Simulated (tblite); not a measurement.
Compound: C₈H₁₈S.
Geometry (GFN2-xTB, Å), atoms numbered from 1 in this order:
```
atom  x, y, z in Å
C1     2.3838   -1.3857   -0.6463
C2     1.7037   -0.9132    0.6320
C3     1.3127    0.5638    0.6039
C4     2.4844    1.4933    0.3302
S5     0.0188    0.8693   -0.6710
C6    -1.5000    0.4208    0.2719
C7    -2.0408    1.6548    0.9770
C8    -2.5205   -0.1855   -0.6864
C9    -2.0785   -1.5385   -1.2286
H10    1.7884   -1.0991   -1.5103
H11    2.4860   -2.4683   -0.6383
H12    3.3741   -0.9498   -0.7465
H13    0.8029   -1.5108    0.7951
H14    2.3654   -1.0780    1.4872
H15    0.8521    0.8308    1.5600
H16    2.8416    1.3683   -0.6883
H17    2.1785    2.5292    0.4559
H18    3.2985    1.2802    1.0208
H19   -1.1905   -0.3298    1.0043
H20   -1.2786    2.1018    1.6125
H21   -2.8963    1.3928    1.5977
H22   -2.3527    2.3950    0.2436
H23   -2.6780    0.5074   -1.5158
H24   -3.4696   -0.2970   -0.1553
H25   -1.9601   -2.2566   -0.4191
H26   -2.8169   -1.9267   -1.9257
H27   -1.1286   -1.4419   -1.7484
```

Method: GFN2-xTB as coded in tblite; computed harmonic values from a numerical Hessian at the method's own geometry, unscaled. This tight-binding method is rough: wavenumbers can miss measured ones by several per cent, in bad cases by 10 to 20. One conformer, not necessarily the lowest.

Harmonic wavenumbers (cm⁻¹): 30.1, 41.2, 99.2, 108.2, 136.4, 191.1, 193.8, 206.8, 212.6, 238.2, 280.4, 287.0, 321.6, 335.8, 384.1, 453.5, 525.0, 641.8, 672.5, 820.6, 829.3, 875.5, 890.5, 984.0, 1002.3, 1019.5, 1020.3, 1033.8, 1068.2, 1075.2, 1085.6, 1122.5, 1146.0, 1160.2, 1170.0, 1217.8, 1230.6, 1261.0, 1268.2, 1281.2, 1300.8, 1347.3, 1348.9, 1406.8, 1409.3, 1412.3, 1414.0, 1479.1, 1480.9, 1486.9, 1490.8, 1494.6, 1496.4, 1499.1, 1501.9, 1504.3, 1514.4, 2923.1, 2933.8, 2949.2, 2957.7, 2969.3, 2983.4, 3012.6, 3018.4, 3023.4, 3026.2, 3035.7, 3037.9, 3039.0, 3039.6, 3040.1, 3045.7, 3048.0, 3052.8.

A = 1819, B = 892.1, C = 694.2 MHz; mass 146.113 u (most abundant isotopes); point group C1, symmetry number 1.

Task: Zero-point energy?

Result: Half the sum of the wavenumbers: 53323 cm⁻¹ = 637.88 kJ/mol.

Task: Entropy at 273.15 K, 1 bar (ideal gas, RRHO, classical rotation)?

Result: Translation 169.20, rotation 124.57, vibration 160.10: S = 453.9 J/(mol K).

Task: And Cp and H(273.15 K) − H(0)?

Result: Cp = 186.79 J/(mol K), of which vibrations give 153.53 (their classical limit is 75 R = 623.6); H(273.15 K) − H(0) = 31.54 kJ/mol without the zero-point energy, 22.45 from vibrations.

Task: Blend soft modes into free rotors: weight 1/[1 + (100 cm⁻¹/ν̃)⁴] for the oscillator and the rest for a rotor with moment μB/(μ + B), μ = h/(8π²ν), B = 10⁻⁴⁴ kg m². What vibrational entropy results?

Result: 145.61 J/(mol K) in place of 160.10, which changes −T·S at 273.15 K by +3.96 kJ/mol.

Task: What must be added to the electronic energy to get the Gibbs energy at 273.15 K and 1 bar?

Result: ZPE + [H(273.15 K) − H(0)] − T·S = 637.88 + 31.54 − 123.98 = 545.44 kJ/mol.

Task: Which modes carry the vibrational entropy at 273.15 K?

Result: 30.1 cm⁻¹: 23.64; 41.2 cm⁻¹: 21.03; 99.2 cm⁻¹: 13.81; 108.2 cm⁻¹: 13.10; 136.4 cm⁻¹: 11.24; 191.1 cm⁻¹: 8.60 J/(mol K); the other 69 give 68.68 together.

Task: How do the functions run with temperature in this model?

Result: 
```
 T (K)  S (J/(mol K))  Cp (J/(mol K))  H − H(0) (kJ/mol)  G − H(0) (kJ/mol)  ln q(vib)
   150          361.5           128.1              12.21             -42.02       4.76
   250          437.9           175.1              27.35             -82.11       8.53
298.15          470.8           199.9              36.37            -104.00      10.27
   400          537.2           255.0              59.54            -155.36      13.85
   600          659.3           349.0             120.40            -275.20      20.69
   900          820.6           445.6             240.69            -497.84      30.43
```

q(vib) and H(0) count from the zero-point level.

Hindered rotation and anharmonicity are outside this model. Other conformers, if any are populated, would add a mixing term that is left out. The structure is chiral; the term R ln 2 for an equal mix with its mirror image is left out.
